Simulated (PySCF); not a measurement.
# SbH: energy against distance

Set-up: Sb cc-pVTZ-PP with ECP28, H cc-pVTZ; scalar-relativistic core potentials (PySCF 2.14). Energies in eV from Sb + H in their ground configurations at the same level. State: ³Σ⁻ (triplet), unpaired electrons π ↑↑.

All columns are PBE0. A positive dipole means Sb(−)H(+).

| R (Å) | E (eV) | μ (D) | Mulliken charge on Sb (basis-dependent) | HOMO (eV) | LUMO (eV) | Mayer bond order | ⟨S²⟩ |
| --- | --- | --- | --- | --- | --- | --- | --- |
| 1.480 | -2.007 | 0.30 | -0.02 | -6.42 | -2.81 | 0.98 | 2.01 |
| 1.549 | -2.311 | 0.16 | 0.00 | -6.42 | -2.81 | 0.98 | 2.01 |
| 1.618 | -2.486 | 0.02 | 0.03 | -6.43 | -2.81 | 0.98 | 2.01 |
| 1.669 | -2.550 | -0.09 | 0.04 | -6.44 | -2.82 | 0.98 | 2.01 |
| 1.721 | -2.569 | -0.20 | 0.05 | -6.45 | -2.82 | 0.98 | 2.01 |
| 1.773 | -2.551 | -0.30 | 0.06 | -6.46 | -2.83 | 0.98 | 2.01 |
| 1.841 | -2.483 | -0.45 | 0.07 | -6.47 | -2.84 | 0.98 | 2.01 |
| 1.927 | -2.344 | -0.63 | 0.08 | -6.50 | -2.86 | 0.97 | 2.01 |
| 2.031 | -2.126 | -0.83 | 0.09 | -6.54 | -2.88 | 0.97 | 2.01 |
| 2.168 | -1.787 | -1.10 | 0.10 | -6.59 | -2.92 | 0.95 | 2.02 |

A fit through these points gives, at Re = 1.720 Å, μ = -0.19 D and dμ/dR = -2.09 D/Å; the reduced mass is 0.9995 u.

Question: How strong is the fundamental in the double-harmonic approximation, I = 42.26·(dμ/dR)²/μred km/mol?

Answer: I = 42.26·(-2.09)²/0.9995 = 185 km/mol at PBE0.

Spin–orbit coupling is left out, which matters for elements this heavy, above all for dissociation energies. The state was picked by a PBE0 search and need not be the measured ground state.
